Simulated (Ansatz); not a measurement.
Stepwise reaction of `[Cl][Hf]([Cl])([Br])[Br]` with hydrogen chloride, as a gas-phase model of exchange steps in deposition or etching. ΔE in kJ/mol; ΔG adds harmonic PBE0-D4 terms to CCSD(T)/CBS, at 1 bar.

Isolated molecules relaxed with PBE0-D4/def2-TZVP in Ansatz; ΔE leaves out vibrations. CBS: MP2 limit from def2 TZ/QZ plus the TZ coupled-cluster correction, frozen cores. This one scheme is used for every species. DFT in def2-TZVPP. B3LYP here is the variant with VWN-RPA as its local correlation; programs differ in this. Elements past krypton have def2 core potentials. For Br, Hf outer-core shells are correlated without core-valence functions, which leaves a few kJ/mol of doubt a bond. Scalar relativity is left out up to krypton.

```
step                                                             reaction  PBE-D4  B3LYP-D4  ωB97M-V  CCSD(T)/CBS  ΔG(500 K)
   1  `[Cl][Hf]([Cl])([Br])[Br]` + HCl → `[Cl][Hf]([Cl])([Cl])[Br]` + HBr    -1.6      -2.1     -2.2          2.3        2.1
```

Q: Give the row of step 2, `[Cl][Hf]([Cl])([Cl])[Br]` + HCl → `[Cl][Hf]([Cl])([Cl])[Cl]` + HBr. (An estimate is asked.)

A: Ansatz gave: 
```
step                                                             reaction  PBE-D4  B3LYP-D4  ωB97M-V  CCSD(T)/CBS  ΔG(500 K)
   2  `[Cl][Hf]([Cl])([Cl])[Br]` + HCl → `[Cl][Hf]([Cl])([Cl])[Cl]` + HBr    -1.7      -2.2     -2.2          2.2        6.2
```

Q: By hand: ΔE of the 2 steps together at CCSD(T)/CBS.

A: (2.3) + (2.2) = 4.5 kJ/mol, or 2.2 kJ/mol a step.

In ΔE the steps differ by no more than 0.1 kJ/mol. ΔG lies between 2.1 and 6.2 kJ/mol a step. PBE-D4 differs from CCSD(T)/CBS by -3.9 to -3.9 kJ/mol a step. Only this route is followed, and other bonds may react first. Isolated molecules leave out the surface, adducts and barriers. Largest T1 diagnostic: 0.014.
